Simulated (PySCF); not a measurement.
H₄NSi, multiplicity 2. Atoms are numbered in the order given.

```xyz
6

N      0.1318    -1.2269     0.0000
Si    -0.0127     0.5193     0.0000
H     -0.7475    -1.7475     0.0000
H      0.6990     1.0016     1.2082
H      0.6990     1.0016    -1.2082
H     -1.3953     1.0626     0.0000
```
Charge 0, spin multiplicity 2.

The structure is a stationary point at B3LYP-D3(BJ)/def2-TZVP. A frequency run showed that this geometry is not a minimum. The isomer is the one that the SMILES or the coordinates give; other isomers of the formula were not compared.

These are PBE0/def2-TZVPD (PySCF) values and carry that method's errors.

Mulliken values depend strongly on the basis, most of all with diffuse functions as here. ESP charges are fitted to the potential on shells at 1.4 to 2.0 van der Waals radii. Atomic charges (e):

```csv
atom,ESP fit,Mulliken,meta-Löwdin,Mulliken spin
N1,___,-0.38,-0.53,0.98
Si2,___,0.22,0.59,-0.02
H3,___,0.22,0.23,-0.04
H4,___,-0.01,-0.09,0.04
H5,___,-0.01,-0.09,0.04
H6,___,-0.03,-0.12,0.00
```

### Question
Fill in the missing entries. (An estimate is asked for; the answer gives what the named calculation found.)

### Answer

- N1, ESP fit: -0.58
- Si2, ESP fit: 0.52
- H3, ESP fit: 0.34
- H4, ESP fit: -0.08
- H5, ESP fit: -0.08
- H6, ESP fit: -0.13
